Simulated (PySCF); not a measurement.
## Correlation energy of Ge²⁺ (germanium, charge +2)

[Ar] 3d10 4s2, closed-shell 1S. All numbers are calculated (PySCF 2.14, the spin-free X2C one-electron Hamiltonian (Gaussian nucleus), in cc-pVTZ-DK). Frozen: [Ar] 3d10; 2 electrons correlated.

Total MP2 correlation energy: -28.42 mhartree.

Same-spin part 0.00 and opposite-spin part -28.42 mhartree; SCS-MP2 scales them by 1/3 and 6/5 to -34.11 mhartree.

With two correlated electrons CCSD is exact within the correlated space (frozen core and kept virtual orbitals).

```csv
level,correlation energy (mhartree)
CCSD,-39.36
```

Diagnostics: T1 = 0.0045, D1 = 0.0063, largest double amplitude 0.101.

Cost of the coupled-cluster step: 0.07 s of wall time on 1 thread of Neoverse-V2 (shared host), for 2 correlated electrons.
